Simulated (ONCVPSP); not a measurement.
## What one change does to a pseudopotential (Te (Z = 52), ONCV)

```json
{
  "Element": "Te",
  "Generator": "ONCVPSP 4.0.1",
  "Type": "optimised norm-conserving Vanderbilt (ONCV)",
  "Functional": "LDA (Perdew-Zunger)",
  "Relativity": "scalar-relativistic",
  "Frozen core": "[Kr] 4d10",
  "Valence charge": "6",
  "Reference configuration": "5s2 5p4",
  "Partial waves": "5s: rc 1.65 bohr, ncon 4, nbas 9, qcut 3.7 1/bohr, 2 projectors, debl 1.3 Ha; 5p: rc 2.40 bohr, ncon 4, nbas 7, qcut 3.9 1/bohr, 2 projectors, debl 3.2 Ha",
  "Local potential": "polynomial inside 1.25 bohr (lpopt 4, dvloc0 1 Ha)",
  "Core correction": "Teter function, fcfact 3.75, rcfact 1.05"
}
```

Change: all radii but the core radius scaled by about 1.06 (s 1.74, p 2.54 bohr); local potential polynomial inside 1.32 bohr (lpopt 4, dvloc0 1 Ha).

Cutoffs: the cutoffs (Ha) at which the residual kinetic energy of the hardest occupied pseudo-wave falls to 1 and 0.1 mHa per electron; they do not see the model core or the augmentation charge, which bear on the density cutoff. Errors are all-electron minus pseudo energies relative to the spin-unpolarised reference configuration.

Q: How do hardness, ghosts and transferability respond?

A: The potential gets harder (8.0 Ha and 27 Ha → 9.9 Ha and 39 Ha); the lowest positive-energy flag moves from s at 14.3 eV to s at 30.4 eV; of the 4 tests that both files solve, the error grows in 2 and shrinks in 2 by more than 15 % and 0.3 meV (median size 2.8 → 3.0 meV); neither file shows a bound ghost.

```tsv
quantity	base	changed
cutoff, loose	8.0 Ha	9.9 Ha
cutoff, tight	27 Ha	39 Ha
loose cutoff by channel	s 8.0 Ha, p 6.3 Ha	s 9.9 Ha, p 5.7 Ha
bound ghosts	none	none
GHOST(+) flags under 300 eV	s at 14.3 eV, p at 124.4 eV	s at 30.4 eV, p at 124.5 eV
error for 5s2 5p3, meV [ΔE 9.92 eV]	-0.8	-1.2
error for 5s2 5p2, meV [ΔE 28.09 eV]	+2.9	-0.7
error for 5s2 5p1, meV [ΔE 55.32 eV]	+19	+5.6
error for 5s1 5p5, meV [ΔE 9.35 eV]	+2.8	+4.8
rms error of d²Exc/dni dnj with the model core, mHa	4.97	4.97
```

Base: The cutoffs count occupied waves only; projector 2 of the s channel, the hardest unoccupied one, needs 46 Ha at the loose tolerance. Changed file: The cutoffs count occupied waves only; projector 2 of the s channel, the hardest unoccupied one, needs 25 Ha at the loose tolerance.
